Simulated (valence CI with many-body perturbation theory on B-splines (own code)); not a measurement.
# Questions on Gd XLIII

Method: relativistic CI+MBPT: four valence electrons over a frozen Dirac-Fock core [Ar], a basis of 9 s, 9 p, 10 d, 8 f, 5 g, 3 h, 1 i functions for each j, with the one-electron correlation potential Σ1, the two-electron term Σ2, the three-electron term Σ3, Breit, model QED; selected CI, second order for the rest (own B-spline code, finite nucleus).

No measured spectrum was set against this ion. As an estimate, large intervals hold to a few tenths of a per cent, small ones and those within an open d or f shell to about a per cent. Only levels of the ground parity were solved; by the run's estimate the other parity begins above the list, which can be wrong where configurations are misplaced.

Levels are named by their leading jj configuration (3d3/2^4 stands for four electrons in 3d with j = 3/2), which in mixed levels can hold well under half, so a name can repeat and another be missing.

Rates and lifetimes use the calculated energies. Strong lines usually hold to 10 to 20 %, long lifetimes can be off by a factor of two.

(1) What is the ground level?

(2) How well does LS coupling describe the low levels?

(3) Name the longest-lived excited levels whose lifetime is computed, and their main decay.

(4) What is the ionisation energy?

## Answers

(1) (3d3/2^4) J=0, composition 58 % 3d4 3P + 30 % 3d4 5D + 12 % 3d4 1S.

(2) Among the lowest 20 levels the leading LS term, summed over configurations, holds 47 % on average. For single configurations the figures are 47 % in LS and 92 % in jj coupling. Terms mix most in the J = 4 level at 852970 cm⁻¹, where the leading one holds 28 %.

(3) (3d3/2^2 3d5/2^2) J=6 at 608630 cm⁻¹ lives 14.5 ms, mostly by M1 to (3d3/2^2 3d5/2^2) J=5. The lifetime of (3d3/2^3 3d5/2) J=4 is too uncertain to give, and may be longer.

(4) 3312.3 eV; NIST lists 3312 ± 4 eV (theoretical).
